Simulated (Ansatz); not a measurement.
Input file for Ansatz (an electronic-structure program): R-CCSD(T)/cc-pVTZ on CH4BFO (SMILES CB(O)F), a point of a torsion scan.

Ansatz 0.2 input:
```yaml
crystal:
  periodic: [false, false, false]
  atoms:
    - {symbol: C, position_ang: [-0.93674302, -0.17463352, -0.04565444]}
    - {symbol: B, position_ang: [0.51910857, 0.46043147, -0.02738661]}
    - {symbol: O, position_ang: [1.59889561, 0.01184339, -0.68099533]}
    - {symbol: F, position_ang: [0.74225410, 1.50626031, 0.77014359]}
    - {symbol: H, position_ang: [-1.67801763, 0.58459549, -0.28234915]}
    - {symbol: H, position_ang: [-1.04346184, -0.98468277, -0.76158533]}
    - {symbol: H, position_ang: [-1.19532090, -0.55839377, 0.93897117]}
    - {symbol: H, position_ang: [1.64497739, -0.91275545, -0.91111066]}
basis:
  gaussian:
    orbitals: cc-pVTZ
magnetization: {spin_polarized: false}
correlation: {method: ccsd_t, electrons: outside_noble_gas}
scf: {lower_state_search: off}
```

**Question.** Give the final energy of this run.

**Answer.** -240.2207 hartree (reference determinant -239.4087, T1 diagnostic 0.012).

**Question.** How many basis functions does it have, and what does it roughly cost on one machine?

**Answer.** 176 functions; very roughly 50 core-seconds.
